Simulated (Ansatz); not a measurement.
A nudged elastic band was laid between two geometries of ClF3HOTa + H2 (9 atoms, charge 0, multiplicity 1).

The calculation used Ansatz, RKS PBE-D4/def2-SVP.

```yaml
movable_images: 9
climbing_image: yes
spring: 5.0 eV/Å²
optimiser: quadratic models (default)
start_path: through a guess of the saddle point
force_threshold: 0.05 eV/Å
iteration_limit: 60
end_points: relaxed
```

First end point:

```xyz
9
Properties=species:S:1:pos:R:3
Ta -0.086 -0.387 -0.087
O 1.780 -0.616 -0.220
H 2.497 -0.404 0.405
F 0.082 0.143 1.739
Cl -0.469 -0.978 -2.326
F -0.840 1.311 -0.393
F -1.057 -1.881 0.507
H 1.433 2.675 -0.712
H 2.141 2.385 -0.790
```

Last end point:

```xyz
9
Properties=species:S:1:pos:R:3
Ta -0.215 0.312 -0.226
O 2.067 -0.011 -0.256
H 2.373 -0.743 0.318
F 0.109 1.113 1.469
Cl -0.347 -0.248 -2.492
F -2.025 0.782 -0.122
F 0.199 -1.449 0.398
H 0.660 1.738 -0.829
H 2.659 0.755 -0.136
```

Task: What changes between the two ends?

Result: Bonds broken: H8–H9. Bonds formed: Ta1–H8, O2–H9. ClF3HOTa + H2 becomes ClF3H3OTa.

Task: Give the energies along the band, and the barrier.

Result: The run converged. The highest image is number 7 of 0 to 10, 1.15 eV above the first end and 0.62 eV above the last; the last end lies 0.53 eV above the first. A vibrational analysis at the climbing image gives one clearly imaginary mode, 1023i cm⁻¹: a first-order saddle point. The orbitals stay closed-shell, which can raise the energy where a bond breaks towards radicals; this wasn't checked here.

```json
{"image": "0", "path coordinate (Å)": "0.00", "energy (eV)": "0.00", "H8–H9 (Å)": "0.77", "Ta1–H8 (Å)": "3.47", "O2–H9 (Å)": "3.08"}
{"image": "1", "path coordinate (Å)": "0.44", "energy (eV)": "0.01", "H8–H9 (Å)": "0.77", "Ta1–H8 (Å)": "3.27", "O2–H9 (Å)": "2.83"}
{"image": "2", "path coordinate (Å)": "0.89", "energy (eV)": "0.04", "H8–H9 (Å)": "0.77", "Ta1–H8 (Å)": "3.01", "O2–H9 (Å)": "2.73"}
{"image": "3", "path coordinate (Å)": "1.33", "energy (eV)": "0.06", "H8–H9 (Å)": "0.77", "Ta1–H8 (Å)": "2.78", "O2–H9 (Å)": "2.64"}
{"image": "4", "path coordinate (Å)": "1.78", "energy (eV)": "0.08", "H8–H9 (Å)": "0.77", "Ta1–H8 (Å)": "2.58", "O2–H9 (Å)": "2.44"}
{"image": "5", "path coordinate (Å)": "2.22", "energy (eV)": "0.19", "H8–H9 (Å)": "0.78", "Ta1–H8 (Å)": "2.40", "O2–H9 (Å)": "2.10"}
{"image": "6", "path coordinate (Å)": "2.66", "energy (eV)": "0.59", "H8–H9 (Å)": "0.82", "Ta1–H8 (Å)": "2.16", "O2–H9 (Å)": "1.70"}
{"image": "7", "path coordinate (Å)": "3.11", "energy (eV)": "1.15", "H8–H9 (Å)": "1.05", "Ta1–H8 (Å)": "1.97", "O2–H9 (Å)": "1.25"}
{"image": "8", "path coordinate (Å)": "3.68", "energy (eV)": "0.73", "H8–H9 (Å)": "1.58", "Ta1–H8 (Å)": "1.83", "O2–H9 (Å)": "1.00"}
{"image": "9", "path coordinate (Å)": "4.25", "energy (eV)": "0.58", "H8–H9 (Å)": "2.01", "Ta1–H8 (Å)": "1.79", "O2–H9 (Å)": "0.98"}
{"image": "10", "path coordinate (Å)": "4.82", "energy (eV)": "0.53", "H8–H9 (Å)": "2.33", "Ta1–H8 (Å)": "1.78", "O2–H9 (Å)": "0.98"}
```

Task: What is the geometry of the highest image?

Result: 
```xyz
9
Properties=species:S:1:pos:R:3:forces:R:3
Ta -0.057 0.151 -0.193 0.00 0.00 0.00
O 2.023 -0.292 -0.306 0.00 -0.01 0.00
H 2.500 -0.362 0.546 0.00 0.00 0.00
F 0.396 0.724 1.564 0.00 0.00 0.00
Cl -0.180 -0.097 -2.502 0.00 0.00 0.00
F -1.640 1.154 -0.083 0.00 0.00 0.00
F -0.458 -1.620 0.304 0.00 0.00 0.00
H 1.091 1.677 -0.669 0.00 0.00 0.00
H 1.806 0.915 -0.536 0.00 0.00 0.00
```

Task: What are the harmonic wavenumbers there?

Result: 1023i, 63, 116, 140, 175, 183, 192, 255, 377, 440, 554, 609, 645, 675, 683, 709, 1116, 1349, 1701, 1811, 3689 cm⁻¹.

The band took 15 iterations and roughly 15 core-minutes.

The run took 4 min on 4 threads of Arm Neoverse V1 (shared host), peak memory 0.18 GiB.
